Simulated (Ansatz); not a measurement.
CH5AsGa (SMILES [CH3][Ga][AsH2]), doublet, at a GFN2-xTB geometry (such geometries of metal compounds can be far from the true shape) (the spin is typed, not shown lowest); PBE/STO-3G run with Ansatz (a program for electronic structure).

Ansatz was given this input:
Ansatz 0.2 input:
```yaml
crystal:
  periodic: [false, false, false]
  atoms:
    - {symbol: Ga, position_ang: [-0.72418449, 0.90851328, -0.00482251]}
    - {symbol: C, position_ang: [-0.41097577, 1.78893551, -1.94346042]}
    - {symbol: H, position_ang: [-1.06187487, 2.63705313, -2.17295222]}
    - {symbol: H, position_ang: [-0.56804506, 1.02852179, -2.71721256]}
    - {symbol: H, position_ang: [0.62662385, 2.13235479, -2.02592682]}
    - {symbol: As, position_ang: [0.79571998, -1.25018914, 0.54381712]}
    - {symbol: H, position_ang: [0.01895386, -1.76412454, -0.65073004]}
    - {symbol: H, position_ang: [-0.35884357, -1.67508798, 1.43111729]}
basis:
  gaussian:
    orbitals: STO-3G
    point_charges:
      - {charge: 0.5, position_ang: [3.2765, -0.3643, 4.1229]}
hamiltonian:
  xc: pbe
magnetization: {spin_polarized: true, initial_magnetization: 1}
```

Output, abridged:

```
Functional definition: PBE
491 factors; integrals over basis functions are off by at most 5.5e-5 eV
mean field evaluation 1: about -111867.6812 eV, gradient 1.0e2 eV
mean field evaluation 2: about -110428.1002 eV, gradient 2.8e2 eV
mean field evaluation 4: about -112827.7707 eV, gradient 4.4e1 eV
mean field evaluation 8: about -112721.3441 eV, gradient 1.8e2 eV
mean field evaluation 16: about -112998.3556 eV, gradient 1.9e-1 eV
mean field evaluation 32: about -112997.4659 eV, gradient 5.4e0 eV
mean field evaluation 64: about -112998.3651 eV, gradient 6.7e-2 eV
mean field evaluation 96: about -112997.1305 eV, gradient 9.2e0 eV
mean field -112998.36741727 eV, -4152.6134095403 hartree, gradient 7.6e-6 eV, S^2 0.768144; 10 other end points of the search recorded, 0 dependent functions left out
reference -112998.36744116 eV, -4152.6134104184 hartree; 38, 37 occupied and 8, 9 virtual orbitals, 491 factors
Total energy: -112998.36744116 eV, -4152.6134104184 hartree
```
